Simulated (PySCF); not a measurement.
# Ionisation energy of F⁺ by level of theory

F⁺ [He] 2s2 2p4 (3P) → F²⁺ [He] 2s2 2p3 (4S), as a difference of total energies. All numbers are calculated (PySCF 2.14, scalar relativity by spin-free X2C-1e, in cc-pVTZ-DK (4s3p2d1f, 30 functions)). Correlated levels: valence: 1s2 frozen. The calculations carry no spin-orbit coupling.

```csv
method,ionisation energy (eV),error (eV)
UHF,33.379,-1.571
LDA,35.260,+0.310
MN15,35.334,+0.384
MP2 (valence),34.582,-0.368
SCS-MP2 (valence),34.682,-0.268
CCSD (valence),34.615,-0.335
CCSD(T) (valence),34.639,-0.311
```

Reference: 34.950 eV (measured; NIST levels, between the centres of gravity of the two terms).

Errors of the correlated levels include the incompleteness of this basis and the frozen core.
